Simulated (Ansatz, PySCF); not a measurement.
GeSe, SMILES [Se]=[Ge] (connectivity only; charge and spin as stated), neutral, multiplicity 1. Atoms are numbered in the order given.

```xyz
2

Ge     0.0000     0.0000    -1.1111
Se     0.0000     0.0000     1.0458
```
Charge 0, spin multiplicity 1.

The structure is a stationary point at B3LYP-D3(BJ)/def2-TZVP.

Two levels are set side by side: PBE-D3(BJ)/def2-TZVP (Ansatz, a quantum-chemistry and plane-wave program) and B3LYP-D3(BJ)/def2-TZVP (Ansatz). Each level has its own optimised geometry; the coordinates shown are those of the second. Frequencies come from the Hessian of PySCF at each geometry. Differences are taken from unrounded values.

```csv
quantity,B3LYP-D3(BJ)
bond Ge1–Se2 (Å),2.157
highest harmonic wavenumber (cm⁻¹),405
mean harmonic wavenumber (cm⁻¹),405
zero-point energy (kcal/mol),0.58
```

Q: What does PBE-D3(BJ) give, and how far is it from B3LYP-D3(BJ)? (The exact figures need the calculation; the answer reports its results.)

A: 
```tsv
quantity	PBE-D3(BJ)	PBE-D3(BJ) minus B3LYP-D3(BJ)
bond Ge1–Se2 (Å)	2.167	0.010
highest harmonic wavenumber (cm⁻¹)	395	-10
mean harmonic wavenumber (cm⁻¹)	395	-10
zero-point energy (kcal/mol)	0.56	-0.01
```
